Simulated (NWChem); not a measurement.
System: NH₄ cation; SMILES [NH4+]

Input file for NWChem:

```
start job
memory heap 200 mb stack 900 mb global 1100 mb
charge 1
geometry units angstroms noautoz
  N      0.000000     0.000000     0.000000
  H     -0.590962    -0.590962    -0.590962
  H      0.590962     0.590962    -0.590962
  H     -0.590962     0.590962     0.590962
  H      0.590962    -0.590962     0.590962
end
basis spherical
  * library 6-31+g*
end
dft
  xc xtpss03 ctpss03
  iterations 150
  mulliken
end
task dft energy
```

All runs use the structure optimised with PBE0-D3(BJ)/def2-TZVP.

Question: Give the results of this calculation. (TPSS/6-31+G* (spherical d).) Quantities: basis functions; energy (Ha); highest occupied level (eV); orbital gap (eV).

Answer: The number of basis functions comes out as 26 and the energy (Ha) is -56.90. The highest occupied level (eV) comes out as -21.29 and the orbital gap (eV) is 14.81.
